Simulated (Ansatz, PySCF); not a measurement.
Reaction (SMILES): O=BF -> O=BF as triplet, charge 0
Geometries: B3LYP-D3(BJ)/def2-TZVP minima from Ansatz (a quantum-chemistry and plane-wave program). A spin state is the lowest found, not a proven ground state.

Wanted: adiabatic triplet-singlet gap (0 K, with B3LYP-D3(BJ) harmonic zero-point energies from PySCF), in eV. Cores are frozen in the correlated levels unless marked. Open shells are spin-unrestricted. No spin-orbit coupling. Non-relativistic. CBS marks a two-point X^-3 extrapolation of the correlation energy; Hartree-Fock from the larger set.

```
level                                program  adiabatic triplet-singlet gap (eV)  minus last row
----------------------------  --------------  ----------------------------------  --------------
HF/aug-cc-pVDZ                        Ansatz                                2.70           -1.70
HF/cc-pVTZ                            Ansatz                                2.74           -1.66
HF-D3(BJ)/def2-TZVPD           PySCF + dftd3                                2.72           -1.68
PBE-D4/def2-TZVPD             Ansatz + dftd4                                4.21           -0.19
TPSS-D4/def2-TZVPD             PySCF + dftd4                                3.99           -0.41
B97M-V/def2-TZVPD                     Ansatz                                4.21           -0.19
B2PLYP-D3(BJ)/def2-TZVPD      Ansatz + dftd3                                4.33           -0.07
RI-MP2/aug-cc-pVTZ                    Ansatz                                4.66            0.26
CCSD(T)/cc-pVDZ                       Ansatz                                4.16           -0.24
CCSD(T)/CBS(cc-pVTZ,cc-pVQZ)          Ansatz                                4.40            0.00
```
